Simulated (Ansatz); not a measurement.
Reaction R1 + R2 → P1 + P2, each structure at its B3LYP-D3(BJ)/def2-TZVP stationary point, reached from a drawn start (curvature not checked).
R1: C3H9Ga (SMILES [CH3][Ga]([CH3])[CH3]), charge 0, multiplicity 1.
P1: C2H6Ga (SMILES [CH3][Ga][CH3]), charge 0, multiplicity 2.
P2, CH4 (SMILES C) (charge 0, multiplicity 1):
```xyz
5

C      0.000     0.000     0.000
H     -0.711    -0.284    -0.774
H      0.116     1.083     0.007
H     -0.367    -0.332     0.970
H      0.963    -0.467    -0.203
```
R2: H atom, charge 0, multiplicity 2.

P less R. No zero-point or thermal terms; singlets are restricted closed shells; open shells are unrestricted; no spin–orbit coupling.

Run with Ansatz (Gaussian basis) for Hartree–Fock, density functionals and correlated methods. All values are computed, each at the level named.

### Question
One of these levels gives -129.4 kJ/mol for the reaction energy. Which one is it?
A. revPBE/def2-TZVPPD
B. B97M-V/def2-TZVPPD
C. wB97X-V/def2-TZVPPD

### Answer
C, wB97X-V/def2-TZVPPD. The others give -155.1 (revPBE/def2-TZVPPD), -142.3 (B97M-V/def2-TZVPPD)

Ansatz is a quantum-chemistry and plane-wave program.
